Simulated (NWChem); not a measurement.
BCl₂ cation

```xyz
3

Cl    -1.6173    -0.0229     0.0201
B      0.0000     0.0000     0.0000
Cl     1.6173     0.0229    -0.0201
```
Atoms are numbered in this order, from 1.

Level: PBE0/def2-SVP (NWChem), optimised geometry, unscaled harmonic frequencies. 

Question: List the harmonic frequencies with IR intensities, and the thermochemistry.

Answer: 
| frequency (cm⁻¹) | IR intensity (km/mol) |
|---|---|
| 313 | 18.8 |
| 313 | 18.8 |
| 567 | 0.0 |
| 1485 | 588.1 |

| Property | Result |
|---|---|
| zero-point energy | 3.8 kcal/mol |
| thermal correction to the enthalpy at 298.15 K (with zero-point energy) | 6.5 kcal/mol |
| heat capacity Cv | 9.4 cal/(mol K) |
| entropy at 298.15 K and 1 atm (symmetry number 2) | 58.2 cal/(mol K) |

Rigid rotor and harmonic oscillator.
